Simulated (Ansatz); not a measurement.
# A small benchmark: atomisation enthalpy at 298 K

6 molecules with nitrogen; the atomisation enthalpy at 298 K in kJ/mol, computed less measured. Shapes, held fixed at every level: PBE0-D4/def2-TZVP. Flexible molecules stand in one conformer, not always the lowest. Thermal terms are harmonic and unscaled (PBE0-D4/def2-TZVP); the spin-orbit lowering of the free atoms is taken from their spectra. Programs: Ansatz 0.2.0. Measured values: CRC Handbook of Chemistry and Physics.

Levels: A = HF/def2-TZVPP; B = wB97X-V/def2-TZVPP; C = B2PLYP/def2-TZVPP.

```
                   molecule  from tabulated heats      A    B    C
         C2H7N (SMILES CCN)                  3480   -991   +7  -29
        C3H5NO (acrylamide)                  4092  -1286   +4  -32
    C4H4N2 (succinonitrile)                  4475  -1443    0  -24
   C4H7N (isobutyronitrile)                  4843  -1366   -8  -45
        C4H9NO (butyramide)                  5833  -1696   +8  -59
C6H9N (2,5-dimethylpyrrole)                  6696  -1881  +11  -55
```

Problem. Which level does best on this set, which worst, and which err to one side?

Solution. 
| level | kind | mean error | mean absolute error | worst case |
| --- | --- | --- | --- | --- |
| HF/def2-TZVPP | Hartree–Fock | -1443.8 | 1443.8 | C6H9N |
| wB97X-V/def2-TZVPP | range-separated hybrid | +3.7 | 6.3 | C6H9N |
| B2PLYP/def2-TZVPP | double hybrid | -40.7 | 40.7 | C4H9NO |

On this set wB97X-V/def2-TZVPP has the smallest mean absolute error and HF/def2-TZVPP the largest. HF/def2-TZVPP is too low in 6 of 6; wB97X-V/def2-TZVPP is too high in 4 of 6; B2PLYP/def2-TZVPP is too low in 6 of 6. Heats of the atoms come from ATcT where it has them. For HF/def2-TZVPP the error tends to grow with the atomisation enthalpy. Hartree–Fock lacks correlation and underbinds. The set is small.
